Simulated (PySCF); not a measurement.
Species: C₆H₆O₃S.
Z-matrix (Å and degrees, PBE0-D3(BJ)/def2-SVP geometry), rows numbered from 1:
```
O 
S   1  1.4526
O   2  1.4434  1  122.76
O   2  1.6247  1  106.93  3   121.83
C   2  1.7696  1  108.76  3  -128.46
C   5  1.3940  2  118.87  1   163.53
C   6  1.3918  5  118.64  2   179.30
C   7  1.3958  6  120.11  5     0.32
C   8  1.3947  7  120.47  6     0.27
C   9  1.3929  8  120.06  7    -0.38
H   4  0.9692  2  107.62  1    19.55
H   6  1.0916  5  119.70  2    -1.51
H   7  1.0921  6  119.74  5   179.84
H   8  1.0924  7  119.76  6   179.76
H   9  1.0921  8  120.19  7   179.13
H  10  1.0918  5  119.63  2     1.73
```

Linear response at wB97X-D/def2-SVPD (PySCF, frozen core in the response, non-relativistic).

Static isotropic polarisability: 97.15 au (14.40 Å³), principal values 66.8, 101.4, 123.3 au.

Q: What is the polarisability at 1064 nm and at the sodium D line?

A: 98.19 au at 1064 nm (+1.1 %), 100.69 au at 589.3 nm (+3.6 %). The rise at 589.3 nm is 3.42 times that at 1064 nm; a pure ω² law gives 3.26. The lowest singlet lies at 231 nm, shorter than both wavelengths.

Q: What is the isotropic C6 coefficient between two such molecules, C6 = (3/π)∫α(iω)² dω?

A: 3801 au (Eh·bohr⁶) by a ten-point quadrature over imaginary frequencies, which is 2270 eV·Å⁶ or 219 J·nm⁶/mol.

Q: Which effective excitation energy ω̄ makes London's formula C6 = (3/4)α²ω̄ exact here?

A: ω̄ = 4·C6/(3α²) = 0.537 Eh = 14.6 eV. A one-pole form α(ω) = α/(1 − ω²/ω̄²) fitted to the 1064 nm value gives 11.4 eV. London's choice of the ionisation energy (10.01 eV, ΔSCF at the same level) gives C6 = 2600 au, 31 % too low.

Q: What three-body coefficient follows from the one-pole estimate C9 = (3/4)·α·C6?

A: 277000 au. This is an estimate from the two numbers above, not a computed integral.

Q: How many electrons N does the Slater–Kirkwood formula C6 = (3/4)·√N·α^(3/2) need to give this C6?

A: N = (4·C6/3)²/α³ = 28.0; the species has 82 electrons in all.

Q: What n − 1 at the D line would an ideal gas of it have at 273.15 K and 1 atm (2.6868 × 10¹⁹ cm⁻³), by n − 1 = 2π·N·α′?

A: 25.19 × 10⁻⁴, a formal value whether or not that pressure can be reached.

Q: How anisotropic is the static polarisability, by Δα² = ½[(α1 − α2)² + (α2 − α3)² + (α3 − α1)²]?

A: Δα = 49.3 au, or 0.51 of the isotropic value.

Q: The lowest 6 singlets have (eV, f): 5.37, 0.011; 6.01, 0.083; 6.91, 0.445; 6.96, 0.373; 7.09, 0.308; 7.25, 0.006. What share of the static polarisability do they carry in the sum over states α = Σ f/ω²?

A: 19.21 au, 19.8 % of α; the largest term, 6.91 au, is that of the state at 6.91 eV. Their oscillator strengths add up to 1.23. Higher states carry the rest.

Q: What molar refraction at the D line follows from R = (4π/3)·N_A·α′, with α′ the polarisability volume?

A: α′ = 14.92 Å³ gives R = 37.64 cm³/mol, for isolated, non-vibrating species.

One conformer stands for the species.

wB97X-D is run here without its empirical dispersion term; that term would change no orbital, density or response property at a fixed geometry.
